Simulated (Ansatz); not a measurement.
Cartesian coordinates in Å:
```
C 0.893 -0.132 0.427
O 0.300 -0.763 -0.673
Ga -1.271 0.153 -0.647
S -0.324 1.124 1.067
H 1.810 0.392 0.144
H 1.108 -0.842 1.231
H -2.516 0.068 -1.549
```

Total charge 0; spin multiplicity 1.

List the PBE0/def2-TZVPP orbital energies in eV (Ansatz 0.2.0). (Estimate.)

Computed: Occupied: -10147.78, -2422.18, -1253.61, -1109.79, -1109.71, -1109.67, -522.49, -280.32, -217.50, -161.33, -161.25, -161.17, -151.94, -104.92, -104.74, -104.66, -28.28, -24.09, -23.94, -23.92, -23.88, -23.72, -20.43, -17.45, -13.12, -12.63, -12.35, -11.34, -8.98, -8.16, -7.87, -7.21. Lowest empty: -1.10, -0.54, 0.03, 1.25, 2.16, 3.14, 3.33, 3.79.
